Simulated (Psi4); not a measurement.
Job for Psi4: SAPT0/jun-cc-pV(D+d)Z on CH3F3 (a complex).

```
memory 8100 MB

molecule dimer {
0 1
F    -0.12660359    0.09559028   -0.06366124
H     0.19281855    0.62387333    0.63389235
--
0 1
F     0.75635816    0.88914306    2.35940335
C     0.38930304   -0.19003344    3.14361875
F    -0.71327627    0.16048036    3.84364928
H     1.20943077   -0.38860490    3.83260488
H     0.15119168   -1.02064379    2.47995361
units angstrom
symmetry c1
no_reorient
no_com
}

set {
  basis jun-cc-pV(D+d)Z
  scf_type df
  freeze_core true
}

energy('sapt0')
```

The log:

```
[...]
==> Input File <==

--------------------------------------------------------------------------
memory 8100 MB

molecule dimer {
0 1
F    -0.12660359    0.09559028   -0.06366124
H     0.19281855    0.62387333    0.63389235
--
0 1
F     0.75635816    0.88914306    2.35940335
C     0.38930304   -0.19003344    3.14361875
F    -0.71327627    0.16048036    3.84364928
H     1.20943077   -0.38860490    3.83260488
H     0.15119168   -1.02064379    2.47995361
units angstrom
symmetry c1
no_reorient
no_com
}

set {
  basis jun-cc-pV(D+d)Z
  scf_type df
  freeze_core true
}

energy('sapt0')
--------------------------------------------------------------------------


   => Loading Basis Set <=

    Name: JUN-CC-PV(D+D)Z
    Role: ORBITAL
    Keyword: BASIS
    atoms 1, 3, 5 entry F          line   290 file jun-cc-pv_dpd_z.gbs
    atoms 2, 6-7  entry H          line    60 file jun-cc-pv_dpd_z.gbs
    atoms 4       entry C          line   188 file jun-cc-pv_dpd_z.gbs

   => Loading Basis Set <=

    Name: JUN-CC-PV(D+D)Z
    Role: ORBITAL
    Keyword: BASIS
    atoms 1, 3, 5 entry F          line   290 file jun-cc-pv_dpd_z.gbs
    atoms 2, 6-7  entry H          line    60 file jun-cc-pv_dpd_z.gbs
    atoms 4       entry C          line   188 file jun-cc-pv_dpd_z.gbs


  //>>>>>>>>>>>>>>>>>>>>>>>>>>>>>>>>>>>//
  //              Dimer HF             //
  //<<<<<<<<<<<<<<<<<<<<<<<<<<<<<<<<<<<//

   => Libint2 <=

    Primary   basis highest AM E, G, H:  7, 6, 3
    Auxiliary basis highest AM E, G, H:  7, 7, 4
    Onebody   basis highest AM E, G, H:  -, -, -
    Solid Harmonics ordering:            Gaussian


   => Loading Basis Set <=

    Name: JUN-CC-PV(D+D)Z
    Role: ORBITAL
    Keyword: BASIS
    atoms 1, 3, 5 entry F          line   290 file jun-cc-pv_dpd_z.gbs
    atoms 2, 6-7  entry H          line    60 file jun-cc-pv_dpd_z.gbs
    atoms 4       entry C          line   188 file jun-cc-pv_dpd_z.gbs


         ---------------------------------------------------------
                                   SCF
               by Justin Turney, Rob Parrish, Andy Simmonett
                          and Daniel G. A. Smith
                              RHF Reference
                        4 Threads,   7724 MiB Core
         ---------------------------------------------------------

  ==> Geometry <==

    Molecular point group: c1
    Full point group: C1

    Geometry (in Angstrom), charge = 0, multiplicity = 1:

       Center              X                  Y                   Z               Mass
    ------------   -----------------  -----------------  -----------------  -----------------
         F           -0.126603590000     0.095590280000    -0.063661240000    18.998403162730
         H            0.192818550000     0.623873330000     0.633892350000     1.007825032230
         F            0.756358160000     0.889143060000     2.359403350000    18.998403162730
         C            0.389303040000    -0.190033440000     3.143618750000    12.000000000000
         F           -0.713276270000     0.160480360000     3.843649280000    18.998403162730
         H            1.209430770000    -0.388604900000     3.832604880000     1.007825032230
         H            0.151191680000    -1.020643790000     2.479953610000     1.007825032230

  Running in c1 symmetry.

  Rotational constants: A =      0.43600  B =      0.03127  C =      0.03015 [cm^-1]
  Rotational constants: A =  13070.88040  B =    937.57424  C =    903.87104 [MHz]
  Nuclear repulsion =  125.831209613578253

  Charge       = 0
  Multiplicity = 1
  Electrons    = 36
  Nalpha       = 18
  Nbeta        = 18

  ==> Algorithm <==

  SCF Algorithm Type is DF.
  DIIS enabled.
  MOM disabled.
  Fractional occupation disabled.
  Guess Type is SAD.
  Energy threshold   = 1.00e-08
  Density threshold  = 1.00e-08
  Integral threshold = 1.00e-12

  ==> Primary Basis <==

  Basis Set: JUN-CC-PV(D+D)Z
    Blend: JUN-CC-PV(D+D)Z
    Number of shells: 41
    Number of basis functions: 87
    Number of Cartesian functions: 91
    Spherical Harmonics?: true
    Max angular momentum: 2

   => Loading Basis Set <=

    Name: (JUN-CC-PV(D+D)Z AUX)
    Role: JKFIT
    Keyword: DF_BASIS_SCF
    atoms 1, 3, 5 entry F          line   314 file jun-cc-pvdz-jkfit.gbs
    atoms 2, 6-7  entry H          line    70 file jun-cc-pvdz-jkfit.gbs
    atoms 4       entry C          line   146 file jun-cc-pvdz-jkfit.gbs

  ==> Integral Setup <==

  DFHelper Memory: AOs need 0.024 GiB; user supplied 5.658 GiB.
  SCF_SUBTYPE=INCORE selected. In-core MEM_DF algorithm will be used.
  Using in-core AOs.

  ==> MemDFJK: Density-Fitted J/K Matrices <==

    J tasked:                   Yes
    K tasked:                   Yes
    wK tasked:                   No
    OpenMP threads:               4
    Algorithm:                 Core
    Schwarz Cutoff:           1E-12
    Mask sparsity (%):       2.9330
    Fitting Condition:        1E-10

   => Auxiliary Basis Set <=

  Basis Set: (JUN-CC-PV(D+D)Z AUX)
  
[...]
  A
    DOCC [    13 ]
    NA   [    13 ]
    NB   [    13 ]

  @DF-RHF Final Energy:  -237.92274526704375

   => Energetics <=

    Nuclear Repulsion Energy =             76.7931662586804435
    One-Electron Energy =                -483.2364912477152075
    Two-Electron Energy =                 168.5205797219909982
    Total Energy =                       -237.9227452670437515

Computation Completed


Properties will be evaluated at   0.000000,   0.000000,   0.000000 [a0]

Properties computed using the SCF density matrix


 Multipole Moments:

 ------------------------------------------------------------------------------------
     Multipole            Electronic (a.u.)      Nuclear  (a.u.)        Total (a.u.)
 ------------------------------------------------------------------------------------

 L = 1.  Multiply by 2.5417464519 to convert [e a0] to [Debye]
 Dipole X            :         -7.3042125            7.7179773            0.4137648
 Dipole Y            :        -13.9069244           13.0337462           -0.8731782
 Dipole Z            :       -152.9959531          153.0711131            0.0751600
 Magnitude           :                                                    0.9691700

 ------------------------------------------------------------------------------------

  Constructing Basis Sets for SAPT...

   => Loading Basis Set <=

    Name: (JUN-CC-PV(D+D)Z AUX)
    Role: RIFIT
    Keyword: DF_BASIS_SAPT
    atoms 1, 3, 5 entry F          line   232 file jun-cc-pvdz-ri.gbs
    atoms 2, 6-7  entry H          line    30 file jun-cc-pvdz-ri.gbs
    atoms 4       entry C          line   100 file jun-cc-pvdz-ri.gbs

   => Loading Basis Set <=

    Name: (JUN-CC-PV(D+D)Z AUX)
    Role: JKFIT
    Keyword: DF_BASIS_ELST
    atoms 1, 3, 5 entry F          line   314 file jun-cc-pvdz-jkfit.gbs
    atoms 2, 6-7  entry H          line    70 file jun-cc-pvdz-jkfit.gbs
    atoms 4       entry C          line   146 file jun-cc-pvdz-jkfit.gbs


  //>>>>>>>>>>>>>>>>>>>>>>>>>>>>>>>>>>>//
  //               SAPT0               //
  //<<<<<<<<<<<<<<<<<<<<<<<<<<<<<<<<<<<//



        SAPT0
    Ed Hohenstein
     6 June 2009

      Orbital Information
  --------------------------
    NSO        =        87
    NMO        =        87
    NRI        =       302
    NRI (Elst) =       385
    NOCC A     =         5
    NOCC B     =        13
    FOCC A     =         1
    FOCC B     =         3
    NVIR A     =        82
    NVIR B     =        74

    Elst10,r            =    -0.010976636034 [Eh]
    Exch10              =     0.009389976080 [Eh]
    Exch10 (S^2)        =     0.009347640179 [Eh]

    Maxiter = 50
    CPHF R converge = 1.000000E-08

    Iter     Energy [mEh]          dE [mEh]         Residual      Time [s]
       1      -1.24458367       1.244583675     4.626055e-03             0
       2      -1.45235387       0.207770190     9.927475e-04             0
       3      -1.45122837      -0.001125491     4.709505e-04             0
       4      -1.44661807      -0.004610308     1.203467e-04             0
       5      -1.44723111       0.000613042     2.471834e-05             0
       6      -1.44736041       0.000129305     4.729888e-06             0
       7      -1.44731488      -0.000045530     8.589171e-07             0
       8      -1.44732092       0.000006037     1.200168e-07             0
       9      -1.44732055      -0.000000365     2.118959e-08             0
      10      -1.44732052      -0.000000032     4.269025e-09             0

    CHF Iterations converged

    Maxiter = 50
    CPHF R converge = 1.000000E-08

    Iter     Energy [mEh]          dE [mEh]         Residual      Time [s]
       1      -2.40988024       2.409880240     1.089563e-02             0
       2      -3.02203414       0.612153899     4.896235e-03             0
       3      -3.12610191       0.104067771     1.104691e-03             0
       4      -3.11019181      -0.015910099     2.665753e-04             0
       5      -3.10804887      -0.002142941     6.007253e-05             0
       6      -3.10866782       0.000618953     2.180520e-05             0
       7      -3.10884617       0.000178352     5.454022e-06             0
       8      -3.10882157      -0.000024601     1.705712e-06             0
       9      -3.10880484      -0.000016733     2.543126e-07             0
      10      -3.10880699       0.000002154     5.713791e-08             0
      11      -3.10880696      -0.000000031     1.023846e-08             0
      12      -3.10880691      -0.000000055     2.221417e-09             0

    CHF Iterations converged

    Ind20,r (A<-B)      =    -0.001447320523 [Eh]
    Ind20,r (B<-A)      =    -0.003108806907 [Eh]
    Ind20,r             =    -0.004556127430 [Eh]
    Exch-Ind20,r (A<-B) =     0.001286327080 [Eh]
    Exch-Ind20,r (B<-A) =     0.001060419294 [Eh]
    Exch-Ind20,r        =     0.002346746374 [Eh]
    Disp20              =    -0.002224573526 [Eh]
    Disp20 (SS)         =    -0.001112286763 [Eh]
    Disp20 (OS)         =    -0.001112286763 [Eh]
    Exch-Disp20         =     0.000372991370 [Eh]
    Exch-Disp20 (SS)    =     0.000211911093 [Eh]
    Exch-Disp20 (OS)    =     0.000161080277 [Eh]

    SAPT Results
  --------------------------------------------------------------------------------------------------------
    Electrostatics                -10.97663603 [mEh]      -6.88794310 [kcal/mol]     -28.81915394 [kJ/mol]
      Elst10,r                    -10.97663603 [mEh]      -6.88794310 [kcal/mol]     -28.81915394 [kJ/mol]

    Exchange                        9.38997608 [mEh]       5.89229895 [kcal/mol]      24.65337880 [kJ/mol]
      Exch10                        9.38997608 [mEh]       5.89229895 [kcal/mol]      24.65337880 [kJ/mol]
      Exch10(S^2)                   9.34764018 [mEh]       5.86573277 [kcal/mol]      24.54222591 [kJ/mol]

    Induction                      -3.29828002 [mEh]      -2.06970196 [kcal/mol]      -8.65963299 [kJ/mol]
      Ind20,r                      -4.55612743 [mEh]      -2.85901313 [kcal/mol]     -11.96211092 [kJ/mol]
      Exch-Ind20,r                  2.34674637 [mEh]       1.47260558 [kcal/mol]       6.16138176 [kJ/mol]
      delta HF,r (2)               -1.08889896 [mEh]      -0.68329441 [kcal/mol]      -2.85890383 [kJ/mol]

    Dispersion                     -1.85158216 [mEh]      -1.16188534 [kcal/mol]      -4.86132828 [kJ/mol]
      Disp20                       -2.22457353 [mEh]      -1.39594096 [kcal/mol]      -5.84061699 [kJ/mol]
      Exch-Disp20                   0.37299137 [mEh]       0.23405562 [kcal/mol]       0.97928871 [kJ/mol]
      Disp20 (SS)                  -1.11228676 [mEh]      -0.69797048 [kcal/mol]      -2.92030849 [kJ/mol]
      Disp20 (OS)                  -1.11228676 [mEh]      -0.69797048 [kcal/mol]      -2.92030849 [kJ/mol]
      Exch-Disp20 (SS)              0.21191109 [mEh]       0.13297622 [kcal/mol]       0.55637250 [kJ/mol]
      Exch-Disp20 (OS)              0.16108028 [mEh]       0.10107940 [kcal/mol]       0.42291621 [kJ/mol]

  Total HF                         -4.88493997 [mEh]      -3.06534611 [kcal/mol]     -12.82540813 [kJ/mol]
  Total SAPT0                      -6.73652213 [mEh]      -4.22723146 [kcal/mol]     -17.68673641 [kJ/mol]

  Special recipe for scaled SAPT0 (see Manual):
    Electrostatics sSAPT0         -10.97663603 [mEh]      -6.88794310 [kcal/mol]     -28.81915394 [kJ/mol]
    Exchange sSAPT0                 9.38997608 [mEh]       5.89229895 [kcal/mol]      24.65337880 [kJ/mol]
    Induction sSAPT0               -3.26624982 [mEh]      -2.04960270 [kcal/mol]      -8.57553771 [kJ/mol]
    Dispersion sSAPT0              -1.84649128 [mEh]      -1.15869077 [kcal/mol]      -4.84796219 [kJ/mol]
  Total sSAPT0                     -6.69940105 [mEh]      -4.20393763 [kcal/mol]     -17.58927504 [kJ/mol]
  --------------------------------------------------------------------------------------------------------



*** Psi4 exiting successfully. Buy a developer a beer!
```

The run finished.

Cost: around 8 core-seconds (rough).
